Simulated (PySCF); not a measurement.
**Exercise with solution: oscillator strength and radiative lifetime**

B(Me)3 (C3H9B), SMILES CB(C)C.

Geometry optimised at B3LYP-D3(BJ)/def2-SVP. The isomer is the one that the SMILES or the coordinates give; other isomers of the formula were not compared.

PySCF with TDA-LC-ωPBE/def2-SVPD puts the first singlet state with f over 0.02 at 8.69 eV (vertical), with the transition dipole (0.384, 0.253, -0.361) in atomic units.

Q: Find the oscillator strength, the wavelength and the radiative lifetime that this transition would have in vacuum if emission retraced absorption.

A: 
|μ|² = 0.3418 au, so |μ| = 1.49 D. ΔE = 8.69/27.211 = 0.3194 hartree. f = (2/3) ΔE |μ|² = 0.073 (the program prints 0.073).
λ = 1239.84/8.69 = 143 nm; ν = 70090 cm⁻¹.
Einstein's coefficient A = 0.6670 ν² f s⁻¹ (ν in cm⁻¹) = 2.4e8 s⁻¹, so τ = 1/A = 4.2 ns. This state is S3; the lower singlets have f = 0.001, 0.001. The figure is the radiative limit of this one transition; relaxation, internal conversion, crossing to triplets and a medium change what is measured.
